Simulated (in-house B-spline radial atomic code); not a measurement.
## Ionising Cl⁺ with different functionals

Computed with a B-spline radial code for spherical atoms: non-relativistic Hamiltonian, point nucleus, spin-polarised at highest spin, spherical fractional occupations for the functionals, the average over the highest-spin determinants for Hartree-Fock. The ionisation energy is the difference of two self-consistent energies, [Ne] 3s2 3p4 → [Ne] 3s2 3p3, without Breit or QED terms; ε is the level of the shell that loses the electron (its least bound occupied spin orbital).

Hybrids are left out here: with spherical fractional occupations of an open shell their exact exchange keeps a self-interaction that integer-occupation calculations don't have.

```json
{"method": "Hartree-Fock", "rung": "Hartree-Fock", "ΔSCF (eV)": "22.37", "-ε(3p) (eV)": "23.21"}
{"method": "LDA VWN5", "rung": "LDA", "ΔSCF (eV)": "23.96", "-ε(3p) (eV)": "18.43"}
{"method": "LDA PW92", "rung": "LDA", "ΔSCF (eV)": "23.96", "-ε(3p) (eV)": "18.43"}
{"method": "LDA exchange-only", "rung": "LDA", "ΔSCF (eV)": "22.03", "-ε(3p) (eV)": "16.72"}
{"method": "PBE", "rung": "GGA", "ΔSCF (eV)": "23.64", "-ε(3p) (eV)": "18.20"}
{"method": "PBEsol", "rung": "GGA", "ΔSCF (eV)": "23.62", "-ε(3p) (eV)": "18.18"}
{"method": "BLYP", "rung": "GGA", "ΔSCF (eV)": "23.69", "-ε(3p) (eV)": "18.13"}
{"method": "RPBE", "rung": "GGA", "ΔSCF (eV)": "23.57", "-ε(3p) (eV)": "18.15"}
{"method": "PW91", "rung": "GGA", "ΔSCF (eV)": "23.73", "-ε(3p) (eV)": "18.27"}
{"method": "BP86", "rung": "GGA", "ΔSCF (eV)": "23.84", "-ε(3p) (eV)": "18.35"}
{"method": "AM05", "rung": "GGA", "ΔSCF (eV)": "23.64", "-ε(3p) (eV)": "18.18"}
{"method": "OLYP", "rung": "GGA", "ΔSCF (eV)": "23.50", "-ε(3p) (eV)": "18.06"}
{"method": "TPSS", "rung": "meta-GGA", "ΔSCF (eV)": "23.55", "-ε(3p) (eV)": "18.18"}
{"method": "SCAN", "rung": "meta-GGA", "ΔSCF (eV)": "23.33", "-ε(3p) (eV)": "18.12"}
{"method": "r2SCAN", "rung": "meta-GGA", "ΔSCF (eV)": "23.32", "-ε(3p) (eV)": "18.11"}
{"method": "M06-L", "rung": "meta-GGA", "ΔSCF (eV)": "23.27", "-ε(3p) (eV)": "18.04"}
{"method": "revTPSS", "rung": "meta-GGA", "ΔSCF (eV)": "23.51", "-ε(3p) (eV)": "18.14"}
```

Problem. How do they compare with the NIST value?

Solution. NIST lists 23.814 eV (measured, ground level to ground level). Errors run from -1.78 to +0.15 eV; BP86 is closest (+0.02 eV), but part of that can be cancellation, since the calculations leave out relativity, Breit-QED terms, multiplet and fine-structure energies. Hartree-Fock also lacks correlation.
